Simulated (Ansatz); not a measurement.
A nudged elastic band was laid between two geometries of FGeH$_{3}$ (5 atoms, charge 0, multiplicity 1).

These are results of RKS revPBE/def2-SVP (Ansatz 0.2.0), not measurements.

| Quantity | Value |
| --- | --- |
| movable images | 7 |
| climbing image | yes |
| spring | 5.0 eV/Å² |
| optimiser | quadratic models (default) |
| start path | through a guess of the saddle point |
| force threshold | 0.05 eV/Å |
| iteration limit | 60 |
| end points | relaxed |

Image 0:

```xyz
5
Properties=species:S:1:pos:R:3
Ge 0.182 0.000 0.211
H 0.189 0.000 1.763
F 1.874 0.000 -0.308
H -0.464 1.287 -0.368
H -0.464 -1.287 -0.368
```

Image 8:

```xyz
5
Properties=species:S:1:pos:R:3
Ge -0.733 0.000 0.275
H 1.522 0.000 1.629
F 1.624 0.000 0.693
H -0.548 1.155 -0.833
H -0.548 -1.155 -0.833
```

What changes between the two ends?

Bonds broken: Ge1–H2, Ge1–F3. Bonds formed: H2–F3. FGeH3 becomes FH + GeH2.

What energy profile does the band end with?

The run converged. The highest image is number 5 of 0 to 8, 54.5 kcal/mol above the first end and 11.4 kcal/mol above the last; the last end lies 43.1 kcal/mol above the first. A vibrational analysis at the climbing image gives one clearly imaginary mode, 1083i cm⁻¹: a first-order saddle point. The orbitals stay closed-shell, which can raise the energy where a bond breaks towards radicals; this wasn't checked here.

| image | path coordinate (Å) | energy (kcal/mol) | Ge1–H2 (Å) | Ge1–F3 (Å) | H2–F3 (Å) |
| --- | --- | --- | --- | --- | --- |
| 0 | 0.00 | 0.0 | 1.55 | 1.77 | 2.67 |
| 1 | 0.27 | 2.7 | 1.54 | 1.77 | 2.44 |
| 2 | 0.53 | 11.9 | 1.54 | 1.78 | 2.15 |
| 3 | 0.80 | 28.4 | 1.53 | 1.84 | 1.85 |
| 4 | 1.07 | 46.5 | 1.56 | 1.95 | 1.56 |
| 5 | 1.33 | 54.5 | 1.66 | 2.07 | 1.28 |
| 6 | 1.64 | 47.4 | 1.91 | 2.24 | 1.01 |
| 7 | 1.95 | 43.8 | 2.27 | 2.38 | 0.95 |
| 8 | 2.25 | 43.1 | 2.63 | 2.39 | 0.94 |

What is the geometry of the highest image?


```xyz
5
Properties=species:S:1:pos:R:3
Ge -0.278 0.000 0.314
H 0.963 0.000 1.410
F 1.793 0.000 0.435
H -0.581 1.234 -0.614
H -0.581 -1.234 -0.614
```

What are the harmonic wavenumbers there?

1083i, 423, 503, 680, 686, 916, 1793, 1984, 2007 cm⁻¹.

The band took 6 iterations and roughly 60 core-seconds.

The run took 56 s on 1 thread of Arm Neoverse V1, with other jobs on the host, peak memory 0.1 GiB.
